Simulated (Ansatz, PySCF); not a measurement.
Process, species as SMILES: C[SiH](C)C [trimethylsilane] → [CH2-][SiH](C)C + H+
Each molecule is optimised on its own at B3LYP-D3(BJ)/def2-TZVP (Ansatz, a quantum-chemistry and plane-wave program), one conformer each, not searched for the lowest. Frequencies are from Ansatz or PySCF.

Quantity: gas-phase deprotonation energy (enthalpy at 298 K, with B3LYP-D3(BJ) rigid-rotor harmonic-oscillator terms), in kcal/mol. Correlated levels leave the core frozen unless marked. Spin-orbit coupling is left out. No relativistic terms. Anions need diffuse functions: aug- sets have them; def2-D sets add few; the other sets have none. CBS marks a two-point X^-3 extrapolation of the correlation energy; Hartree-Fock from the larger set.

```csv
level,program,gas-phase deprotonation energy (kcal/mol),minus last row
BLYP-D4/def2-TZVPD,Ansatz + dftd4,388.1,-4.4
PBE0/6-31G*,Ansatz,408.8,16.3
BHLYP-D3(BJ)/def2-TZVPD,Ansatz + dftd3,398.3,5.8
RPA@PBE/cc-pV(T+d)Z,Ansatz,402.4,9.9
MP2/cc-pV(T+d)Z,Ansatz,397.0,4.5
CCSD/cc-pV(Q+d)Z,Ansatz,397.5,5.0
"CCSD(T)/CBS(aug-cc-pV(T+d)Z,aug-cc-pV(Q+d)Z)",Ansatz,392.5,0.0
```
